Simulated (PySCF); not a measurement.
Correlation energy of P³⁺ (phosphorus, charge +3)

Starting occupation: [Ne] 3s2. Calculation: PySCF 2.14, in an even-tempered Gaussian basis (21 s from 0.02 bohr⁻², ratio 2.6; 14 p from 0.025 bohr⁻², ratio 2.6; 8 d from 0.026 bohr⁻², ratio 2.8; 5 f from 1 bohr⁻², ratio 2.8); X2C-1e with screened-nucleus spin-orbit coupling, Gaussian nucleus. Frozen: 1s2; 10 electrons correlated; the 52 highest virtual spinors left out.

MP2 pair energies summed by pair of shells (mhartree):

| pair | energy | share (%) |
| --- | --- | --- |
| 2p1/2-2p3/2 | -92.98 | 26.8 |
| 2p3/2-2p3/2 | -88.28 | 25.5 |
| 2p3/2-2s1/2 | -41.94 | 12.1 |
| 3s1/2-3s1/2 | -36.47 | 10.5 |
| 2p1/2-2s1/2 | -21.01 | 6.1 |
| 2p3/2-3s1/2 | -20.95 | 6.0 |
| 2p1/2-2p1/2 | -20.95 | 6.0 |
| 2p1/2-3s1/2 | -10.39 | 3.0 |
| 2s1/2-2s1/2 | -10.00 | 2.9 |
| 2s1/2-3s1/2 | -3.82 | 1.1 |

Total MP2 correlation energy: -346.79 mhartree.

The virtual space was cut to 74 spinors, which keep -298.52 of the -346.79 mhartree of MP2 correlation.

```
  level  correlation energy (mhartree)
   CCSD                        -314.28
    (T)                          -2.42
CCSD(T)                        -316.70
```

Diagnostics: T1 = 0.0032, largest double amplitude 0.108.

Cost of the coupled-cluster step: 96 s of wall time on 1 thread of Neoverse-V2 (shared host), for 10 occupied and 74 virtual spinors.

Iterations:

```
Init t2, MP2 energy = -0.298523073708091
CCSD nocc = 10, nmo = 84
Init t2, MP2 energy = -0.298523073708091
Init E_corr(GCCSD) = -0.298523073708091
cycle = 1  E_corr(GCCSD) = -0.30932266139959  dE = -0.0107995877  norm(t1,t2) = 0.0411496
cycle = 2  E_corr(GCCSD) = -0.312574674565508  dE = -0.00325201317  norm(t1,t2) = 0.015978
cycle = 3  E_corr(GCCSD) = -0.314289300644535  dE = -0.00171462608  norm(t1,t2) = 0.0067554
cycle = 4  E_corr(GCCSD) = -0.314278406770051  dE = 1.08938745e-05  norm(t1,t2) = 0.000377589
cycle = 5  E_corr(GCCSD) = -0.314275397744124  dE = 3.00902593e-06  norm(t1,t2) = 2.57558e-05
cycle = 6  E_corr(GCCSD) = -0.314276297671696  dE = -8.99927572e-07  norm(t1,t2) = 5.51529e-06
cycle = 7  E_corr(GCCSD) = -0.314276140677536  dE = 1.5699416e-07  norm(t1,t2) = 1.63247e-06
cycle = 8  E_corr(GCCSD) = -0.314276158908988  dE = -1.8231452e-08  norm(t1,t2) = 3.44708e-07
cycle = 9  E_corr(GCCSD) = -0.314276166856335  dE = -7.94734717e-09  norm(t1,t2) = 4.51891e-08
GCCSD converged
E(GCCSD) = -339.6950174980768  E_corr = -0.314276166856335
```

The coupled-cluster values are those of the cut space; adding the MP2 remainder, -48.27 mhartree, estimates the full space.
